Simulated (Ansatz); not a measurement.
Species: C$_{11}$H$_{12}$, SMILES `CC1(C)C=c2ccccc2=C1` (charge 0, multiplicity 1).

Question: Give a relaxed geometry from PBE-D3(BJ)/def2-SVP in Ansatz (a first-principles code).

Answer: the end point of this relaxation (outside a Z-matrix the atoms follow the SMILES, hydrogens last).
Cartesian coordinates (Å) in one orientation:
```xyz
23

C     -2.301    -0.545     1.251
C     -1.465     0.012     0.072
C     -2.403     0.584    -1.021
C     -0.491     1.066     0.552
C      0.795     0.660     0.292
C      2.074     1.279     0.543
C      3.220     0.623     0.166
C      3.178    -0.677    -0.479
C      1.990    -1.313    -0.742
C      0.751    -0.673    -0.368
C     -0.561    -1.057    -0.500
H     -1.644    -0.958     2.041
H     -2.925     0.256     1.698
H     -2.978    -1.351     0.901
H     -1.819     0.987    -1.872
H     -3.081    -0.206    -1.404
H     -3.028     1.402    -0.607
H     -0.803     2.005     1.032
H      2.119     2.265     1.031
H      4.203     1.084     0.350
H      4.130    -1.154    -0.758
H      1.970    -2.299    -1.231
H     -0.933    -1.990    -0.947
```
